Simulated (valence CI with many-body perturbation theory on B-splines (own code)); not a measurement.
# E1 transitions of V16+

Level of theory: relativistic CI+MBPT: five valence electrons over a frozen Dirac-Fock core [He], a basis of 9 s, 9 p, 8 d, 6 f, 3 g, 1 h functions for each j, with the one-electron correlation potential Σ1 (screened to all orders), the two-electron term Σ2, the three-electron term Σ3, Breit, model QED; selected single and double excitations, second order for the rest (own B-spline code, finite nucleus).

No measured spectrum was set against this ion. As an estimate, levels of excited configurations hold to 0.05 to 0.15 % of their energy, terms of the ground configuration to about 0.5 %. Among the levels kept, up to 1900 cm⁻¹ of a level comes from second order outside the variational space, and about a tenth of that is noise between levels of different J, which matters for small intervals.

Lines 151 to 200 of 272 in falling wavelength, among levels below 743.50 eV, chosen from the strongest by gf and those to the six lowest levels. Wavelengths and rates use the calculated energies, so an error of 500 cm⁻¹ moves a line at 18.94 Å by 0.0095 % and its rate by three times that or more. Electric multipoles are in the length gauge, E1 and E2 with the static RPA response of the core. Weak lines are less certain than strong ones. Lines between different terms over intervals too small for the method are left out, as are lines whose strength nearly cancels. The highest levels of a list are the least certain.

Names give the largest LS component (configuration and term), which can be under half, so a name can repeat, a term be missing and a line seem to break the LS rules; names also repeat where a configuration has a term twice. Letters in brackets count levels of one name in rising energy.

| λ vac (Å) | Upper | Lower | A (s⁻¹) | log gf | Branch % |
| --- | --- | --- | --- | --- | --- |
| 18.94 | 2s2 2p2 3s 2P_3/2 | 2s2 2p3 2D°_5/2 | 1.13e+12 | -0.62 | 58.8 |
| 18.93 | 2s 2p3 3s 4D°_1/2 | 2s 2p4 4P_1/2 | 6.35e+11 | -1.17 | 68.4 |
| 18.92 | 2s2 2p2 3s 2D_3/2 | 2s2 2p3 2P°_1/2 | 9.70e+10 | -1.68 | 6.9 |
| 18.88 | 2s 2p3 3s 4D°_3/2 | 2s 2p4 4P_3/2 | 5.95e+11 | -0.90 | 65.6 |
| 18.88 | 2s 2p3 3s 4D°_5/2 | 2s 2p4 4P_3/2 | 3.71e+11 | -0.93 | 40.6 |
| 18.87 | 2s2 2p2 3s 2P_3/2 | 2s2 2p3 2D°_3/2 | 1.31e+11 | -1.55 | 6.8 |
| 18.77 | 2s2 2p2 3s 4P_1/2 | 2s2 2p3 4S°_3/2 | 6.81e+11 | -1.14 | 86.1 |
| 18.74 | 2s 2p3 3s 4D°_3/2 | 2s 2p4 4P_5/2 | 1.11e+11 | -1.63 | 12.2 |
| 18.74 | 2s 2p3 3s 4D°_5/2 | 2s 2p4 4P_5/2 | 5.28e+11 | -0.78 | 57.8 |
| 18.71 | 2s 2p3 3s 4D°_7/2 | 2s 2p4 4P_5/2 | 9.41e+11 | -0.40 | 98.0 |
| 18.69 | 2s2 2p2 3s 2D_5/2 | 2s2 2p3 2D°_5/2 | 7.78e+11 | -0.61 | 63.6 |
| 18.67 | 2s2 2p2 3s 2D_3/2 | 2s2 2p3 2D°_5/2 | 2.91e+10 | -2.22 | 2.1 |
| 18.66 | 2s2 2p2 3s 4P_3/2 | 2s2 2p3 4S°_3/2 | 6.45e+11 | -0.87 | 89.9 |
| 18.65 | 2s2 2p2 3s 2S_1/2 | 2s2 2p3 2P°_3/2 | 6.16e+11 | -1.19 | 51.3 |
| 18.62 | 2s2 2p2 3s 2D_5/2 | 2s2 2p3 2D°_3/2 | 2.40e+11 | -1.13 | 19.6 |
| 18.61 | 2s2 2p2 3s 2D_3/2 | 2s2 2p3 2D°_3/2 | 3.79e+11 | -1.10 | 27.1 |
| 18.56 | 2s2 2p2 3s 4P_5/2 | 2s2 2p3 4S°_3/2 | 6.46e+11 | -0.70 | 88.2 |
| 18.55 | 2s2 2p2 3s 2S_1/2 | 2s2 2p3 2P°_1/2 | 5.53e+11 | -1.24 | 46.1 |
| 18.25 | 2s2 2p2 3s 2S_1/2 | 2s2 2p3 2D°_3/2 | 3.14e+10 | -2.50 | 2.6 |
| 18.22 | 2s2 2p2 3d 4F_3/2 | 2s2 2p3 2P°_3/2 | 2.20e+10 | -2.36 | 3.8 |
| 18.21 | 2s2 2p2 3s 2D_5/2 | 2s2 2p3 4S°_3/2 | 1.68e+10 | -2.30 | 1.4 |
| 18.20 | 2s2 2p2 3s 2D_3/2 | 2s2 2p3 4S°_3/2 | 3.15e+09 | -3.20 | 0.2 |
| 18.13 | 2s2 2p2 3d 4F_3/2 | 2s2 2p3 2P°_1/2 | 1.57e+10 | -2.51 | 2.7 |
| 18.09 | 2s2 2p2 3d 2P_3/2 [a] | 2s2 2p3 2P°_3/2 | 4.42e+11 | -1.06 | 17.7 |
| 18.07 | 2s2 2p2 3d 4D_1/2 | 2s2 2p3 2P°_3/2 | 1.53e+11 | -1.82 | 17.4 |
| 18.06 | 2s2 2p2 3d 2F_5/2 [a] | 2s2 2p3 2P°_3/2 | 5.92e+09 | -2.76 | 0.3 |
| 18.02 | 2s2 2p2 3d 4D_3/2 | 2s2 2p3 2P°_3/2 | 2.72e+11 | -1.28 | 10.2 |
| 18.00 | 2s2 2p2 3d 2F_5/2 [b] | 2s2 2p3 2P°_3/2 | 6.61e+10 | -1.72 | 1.8 |
| 17.99 | 2s2 2p2 3d 2P_3/2 [a] | 2s2 2p3 2P°_1/2 | 2.81e+11 | -1.26 | 11.2 |
| 17.98 | 2s2 2p2 3d 4D_1/2 | 2s2 2p3 2P°_1/2 | 3.06e+11 | -1.53 | 34.7 |
| 17.92 | 2s2 2p2 3d 4D_3/2 | 2s2 2p3 2P°_1/2 | 2.72e+11 | -1.28 | 10.1 |
| 17.92 | 2s2 2p2 3d 4P_5/2 | 2s2 2p3 2P°_3/2 | 1.22e+10 | -2.45 | 0.1 |
| 17.91 | 2s2 2p2 3d 2P_1/2 [a] | 2s2 2p3 2P°_3/2 | 1.17e+12 | -0.95 | 25.5 |
| 17.90 | 2s2 2p2 3d 4F_3/2 | 2s2 2p3 2D°_5/2 | 9.62e+09 | -2.73 | 1.7 |
| 17.89 | 2s2 2p2 3d 4P_3/2 | 2s2 2p3 2P°_3/2 | 4.02e+09 | -3.11 | 0.0 |
| 17.86 | 2s2 2p2 3d 4F_5/2 | 2s2 2p3 2D°_5/2 | 5.29e+10 | -1.82 | 5.3 |
| 17.84 | 2s2 2p2 3d 4F_3/2 | 2s2 2p3 2D°_3/2 | 3.26e+11 | -1.21 | 56.1 |
| 17.82 | 2s2 2p2 3d 2P_1/2 [a] | 2s2 2p3 2P°_1/2 | 3.16e+12 | -0.52 | 68.8 |
| 17.80 | 2s2 2p2 3d 4P_3/2 | 2s2 2p3 2P°_1/2 | 6.40e+09 | -2.92 | 0.1 |
| 17.79 | 2s2 2p2 3d 4F_5/2 | 2s2 2p3 2D°_3/2 | 2.42e+11 | -1.16 | 24.3 |
| 17.78 | 2s2 2p2 3d 4P_1/2 | 2s2 2p3 2P°_1/2 | 7.82e+10 | -2.13 | 0.6 |
| 17.78 | 2s2 2p2 3d 4F_7/2 | 2s2 2p3 2D°_5/2 | 1.32e+11 | -1.30 | 98.3 |
| 17.77 | 2s2 2p2 3d 2P_3/2 [a] | 2s2 2p3 2D°_5/2 | 4.35e+11 | -1.08 | 17.4 |
| 17.76 | 2s2 2p2 3d 2D_3/2 [a] | 2s2 2p3 2P°_3/2 | 1.11e+12 | -0.68 | 16.6 |
| 17.75 | 2s2 2p2 3d 2D_5/2 [a] | 2s2 2p3 2P°_3/2 | 3.83e+11 | -0.96 | 3.3 |
| 17.74 | 2s2 2p2 3d 2F_5/2 [a] | 2s2 2p3 2D°_5/2 | 7.42e+09 | -2.68 | 0.4 |
| 17.74 | 2s 2p3 3p 6P_3/2 | 2s2 2p3 2P°_3/2 | 3.54e+09 | -3.18 | 16.6 |
| 17.73 | 2s 2p3 3p 6P_5/2 | 2s2 2p3 2P°_3/2 | 5.76e+09 | -2.79 | 5.4 |
| 17.71 | 2s2 2p2 3d 2P_3/2 [a] | 2s2 2p3 2D°_3/2 | 4.66e+11 | -1.06 | 18.6 |
| 17.70 | 2s2 2p2 3d 4D_3/2 | 2s2 2p3 2D°_5/2 | 1.31e+11 | -1.61 | 4.9 |
